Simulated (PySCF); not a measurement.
Gas-phase reaction: GeCl₄ + 2 O → GeO₂ + 4 Cl. Level: PBE0/def2-TZVP; standard pressure 1 bar.

Energies from PySCF, thermal terms from the rigid-rotor harmonic-oscillator model, ideal gas at 1 bar. Open shells (unrestricted): O (multiplicity 3, electronic degeneracy 9), Cl (multiplicity 2, electronic degeneracy 6); the rest are closed-shell singlets. Spin-orbit splitting is ignored; it lowers the true energy and changes the entropy of O, Cl. Ge: all electrons, no relativistic terms. GeO₂: computed as isolated molecules; such fragments, hydroxides, amides, oligomers or adducts are transient or little studied in the gas. The harmonic model lacks anharmonicity and excited electronic states, which grow with temperature; levels with a mode under 35 cm⁻¹ are left out.

```csv
T (K),1000/T (1/K),log10 K
800,1.2500,-17.19
1000,1.0000,-11.28
1200,0.8333,-7.34
1400,0.7143,-4.54
1600,0.6250,?
1800,0.5556,-0.82
```

### Question
Fit log10 K = a + b·(1000/T) to the five rows, get the mean ΔH° and ΔS°, and predict log10 K at 1600 K.

### Answer
Means: 1000/T = 0.8706, log10 K = -8.234. Sums of products about the means: Sxy = -6.73819, Sxx = 0.285735, so b = Sxy/Sxx = -23.58 and a = -8.234 − (-23.58)×0.8706 = 12.30.
ΔH° = −R ln 10 × 1000 K × b = −19.145 × (-23.58) = 451 kJ; ΔS° = R ln 10 × a = 235 J/K. The run's own values go from 453 kJ and 238 J/K at 800 K to 448 kJ and 233 J/K at 1800 K.
Prediction at 1600 K: 12.30 + (-23.58)×0.6250 = -2.44. The computed value is -2.45, 0.01 from the line.
For scale, ΔH°(298 K) is 457 kJ at this level, 462 kJ at ωB97M-V/def2-TZVP†, and runs from -346 to 638 kJ over the 20 levels computed († marks an energy on the PBE0/def2-TZVP geometry).
